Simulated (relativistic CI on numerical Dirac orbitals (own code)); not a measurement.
Sc3+ in a cubic cluster: L2,3 absorption with charge transfer

Computed with a charge-transfer multiplet model of a cubic metal-ligand cluster with up to 2 ligand holes, Slater and spin-orbit integrals from Dirac-Coulomb-Breit ions, Slater integrals scaled by 0.7. The parameters are those of a tetrahedral site (10Dq negative, t2 hopping the larger). The ground state mixes d0 with configurations of k ligand holes L, whose averages lie at kΔ + k(k − 1)U_dd/2; a core hole lowers each added d electron by U_cd. 300 K, Lorentzian 0.4 eV and Gaussian 0.3 eV FWHM.

Atomic integrals in eV (Slater integrals scaled, ζ unscaled), ground: F2dd 4.121, F4dd 2.525, zeta_d 0.005; with the core hole: F2dd 4.121, F4dd 2.525, zeta_d 0.020, zeta_core 3.005, F2cd 3.598, G1cd 2.586, G3cd 1.465. Where a configuration has fewer than two d electrons, the dd integrals are those of d2.

Cluster parameters (eV): Δ = 3.8, U_dd = 5.3, U_cd = 6, 10Dq(ligand) = 0, V(eg) = 1.62, V(t2g) = -2.76, final-state hopping factor = 0.8.

Weights, n_d and S are thermal averages at 300 K. Photon energies count from the first peak over 30 % of the highest in each spectrum, which can be another peak from case to case. The parameters are a model scan and need not match a compound or its usual spin state. Peaks in eV (height, largest 100): -1.8 (7), 0.0 (96), 2.7 (17), 4.1 (100).

Q: Which parameters give this spectrum?
A. 10Dq = -1 eV
B. 10Dq = -0.4 eV
C. 10Dq = -0.7 eV

A: B. 10Dq = -0.4 eV; the ground state then has 0.69 d electrons and S = 0.00. The choice follows from running the model for each set and comparing peak positions and heights. The space is cut while the next configuration still counts.
